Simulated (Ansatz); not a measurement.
`[Na][Br]` + NH₃ → `[NH2][Na]` + HBr at 600 K and 1 bar (ligand exchange at the Na–Br bond).

Calculated with Ansatz (gas phase, PBE0-D4/def2-TZVP geometries, no zero-point term in ΔE). CCSD(T)/CBS is the MP2 limit (def2-TZVPP, def2-QZVPP) plus CCSD(T) − MP2 in def2-TZVPP, frozen cores. This one scheme is used for every species. For Br, Na outer-core shells are correlated without core-valence functions, which leaves a few kJ/mol of doubt a bond. Scalar relativity is left out up to krypton.

| species | CCSD(T)/CBS energy (Eh) | H − E (kJ/mol) | S (J/(mol·K)) |
| --- | --- | --- | --- |
| `[Na][Br]` | -2735.48480 | 22.7 | 266.7 |
| NH₃ | -56.50880 | 112.4 | 219.5 |
| `[NH2][Na]` | -217.98196 | 87.9 | 298.5 |
| HBr | -2573.91920 | 33.5 | 219.1 |

H − E and S are ideal-gas, rigid-rotor, harmonic terms from PBE0-D4/def2-TZVP. 1 Eh = 2625.50 kJ/mol, R = 8.31446 J/(mol·K).

Task: By hand: ΔE, ΔH, ΔS and ΔG.

Result: ΔE = (-217.98196) + (-2573.91920) − (-2735.48480) − (-56.50880) = 0.09244 Eh = 242.7 kJ/mol. Δ(H − E) = 87.9 + 33.5 − 22.7 − 112.4 = -13.7, so ΔH = 229.0 kJ/mol. ΔS = 298.5 + 219.1 − 266.7 − 219.5 = 31.4 J/(mol·K). ΔG = 229.0 − 600 × (31.4)/1000 = 210.2 kJ/mol.

Task: By hand: the equilibrium constant, and the temperature at which ΔG would vanish if ΔH and ΔS stayed fixed.

Result: log₁₀ K = −ΔG/(RT ln 10) = -18.3. ΔG = 0 at ΔH/ΔS = 7293 K, far beyond where these terms or the molecules hold.

ΔH outweighs TΔS. A doubt of 5 kJ/mol in ΔE shifts log₁₀ K by 0.4 here. These are equilibria of isolated gas molecules and say nothing of rates. Largest T1 diagnostic: 0.012 (customary marks: 0.02 for closed shells, 0.045 for open ones).
